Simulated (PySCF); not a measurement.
# I: ionisation energy

I [Kr] 4d10 5s2 5p5 (2P) → I⁺ [Kr] 4d10 5s2 5p4 (3P), as a difference of total energies. Computed with PySCF 2.14 in aug-cc-pVDZ-PP with ECP28MDF, with scalar relativity through the core potential. Correlated levels: valence: 4s2 4p6 4d10 frozen. The calculations carry no spin-orbit coupling.

```tsv
method	ionisation energy (eV)
UHF	9.591
MP2 (valence)	10.141
SCS-MP2 (valence)	10.121
CCSD (valence)	10.130
CCSD(T) (valence)	10.145
CCSDT (valence)	10.146
```

Task: How much does correlation contribute at CCSD(T) (valence)?

Result: 10.145 − (9.591) = 0.554 eV, measured against UHF.

Errors of the correlated levels include the incompleteness of this basis and the frozen core.

For comparison: 10.519 eV (measured; NIST levels, between the centres of gravity of the two terms).
